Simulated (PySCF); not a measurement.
**Two-component Hartree-Fock for La⁴⁸⁺ (lanthanum, charge +48)**

Start: [He] 2s2 2p5; 2p1/2 filled at m_j = -1/2, +1/2; 2p3/2 filled at m_j = -1/2, +1/2, +3/2. Calculated with PySCF 2.14 in an even-tempered Gaussian basis (17 s from 27 bohr⁻², ratio 2.4; 13 p from 36 bohr⁻², ratio 2.4; 5 d from 130 bohr⁻², ratio 2.6; 4 f from 190 bohr⁻², ratio 2.6): generalised Hartree-Fock with the X2C-1e Hamiltonian and a Gaussian nucleus; one run each with spin-orbit coupling (SO) switched off, then screened by Boettger's factors.

| spinor shell | electrons | ε, spin-free (eV) | ε, screened SO (eV) | weight of nominal j (screened SO) | rms radius, screened SO (bohr) |
| --- | --- | --- | --- | --- | --- |
| 1s1/2 | 2 | -42802.5 | -42792.8 | 1.000 | 0.0286 |
| 2s1/2 | 2 | -9661.2 | -9658.4 | 1.000 | 0.113 |
| 2p1/2 | 2 | -9066.7 | -9367.6 | 0.999 | 0.0968 |
| 2p3/2 | 3 | -9066.7 | -8931.6 | 1.000 | 0.102 |

```
   quantity    spin-free  screened SO
E (hartree)  -5927.72709  -5935.40162
        M_J          3/2          3/2
       ⟨J²⟩        3.750        3.750
       ⟨L²⟩        2.000        2.008
       ⟨S²⟩        0.750        0.758
```

Each row is a mean over spinors that exchange with the open shell spreads, by up to 47.119 eV (2s1/2).

Breit and QED terms are absent; they matter most for the inner s and p1/2 levels.

Densities and radii are taken from the X2C orbitals without a picture-change correction, which distorts them close to the nucleus.

Without spin-orbit coupling the j labels of p, d and f shells carry no meaning; the spin-free column gives the mean over the occupied spinors of each nl shell.
